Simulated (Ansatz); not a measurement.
`C[SiH](F)C=N`, relaxed with RKS PBE-D4/def2-SVP in the Gaussian-basis code of Ansatz from a rough embedded geometry. The force threshold is 0.03 eV/Å; the program also tests the step.

Charge 0, multiplicity 1.

Start:

```xyz
11

C     0.799    1.152   -0.859
Si    0.232   -0.494   -0.374
F     1.450   -1.165    0.422
C    -1.283   -0.553    0.769
N    -1.236   -0.947    2.004
H    -0.043    1.735   -1.400
H     1.642    1.152   -1.503
H     0.988    1.770    0.029
H    -0.064   -1.291   -1.644
H    -2.181   -0.050    0.347
H    -0.304   -1.309    2.209
```

(1) How much energy does the relaxation release, and in how many steps? (Best estimate.)

(2) Which bonds change most? (Best estimate.)

(3) Give the relaxed structure. (Best estimate.)

Answers

(1) Ansatz gave: 0.28 eV, in 8 steps.

(2) The calculation gave: C1–Si2 from 1.807 to 1.872 Å; Si2–F3 from 1.602 to 1.652 Å; C1–H7 from 1.060 to 1.109 Å; C1–H6 from 1.159 to 1.110 Å.

(3) Ansatz gave: 
```xyz
11

C     0.773    1.221   -0.877
Si    0.226   -0.506   -0.406
F     1.405   -1.240    0.489
C    -1.265   -0.495    0.773
N    -1.237   -0.968    1.970
H    -0.032    1.736   -1.441
H     1.678    1.198   -1.518
H     0.998    1.822    0.027
H    -0.023   -1.362   -1.617
H    -2.232   -0.047    0.438
H    -0.292   -1.360    2.162
```
